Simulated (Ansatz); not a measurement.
```yaml
crystal:
  periodic: [true, true, true]
  atoms:
    - {symbol: Cl, position_ang: [-2.382762, -1.147884, 1.193835]}
    - {symbol: Hf, position_ang: [-0.367905, -0.344210, 0.363115]}
    - {symbol: Se, position_ang: [1.604143, -1.327454, 1.648532]}
    - {symbol: Se, position_ang: [-0.330534, 2.213245, 0.481561]}
    - {symbol: Se, position_ang: [0.026810, -1.067976, -2.052912]}
    - {symbol: H, position_ang: [2.247647, -0.009240, 1.503563]}
    - {symbol: H, position_ang: [0.486668, 2.163643, -0.744536]}
    - {symbol: H, position_ang: [-1.284066, -0.480134, -2.393148]}
basis:
  gaussian: {orbitals: def2-mTZVP}
total_charge: -1
magnetization: {spin_polarized: true, initial_magnetization: 1}
hamiltonian: {xc: {name: BLYP}, dispersion: d3bjatm}
output: {forces: true}
```

```sh
$ ansatz run in.yaml --threads 4 --pin off --events-out ev --progress --plain --max-ram 11315MiB
```

It prints (some lines left out):

```
Error: YAML parse error: error: line 2 column 3: crystal: missing field `lattice` (a structure is typed as `lattice` and `atoms`, a molecule's as `atoms` in Å alone, or read from a run's directory, `checkpoint`)
 --> <input>:2:3
1 | crystal:
2 |   periodic: [true, true, true]
3 |   atoms:
4 |     - {symbol: Cl, position_ang: [-2.382762, -1.147884, 1.193835]}
```

Problem. Something in this input is off. What?

Solution. The molecule is marked periodic without a cell. The input was rejected before any iteration.
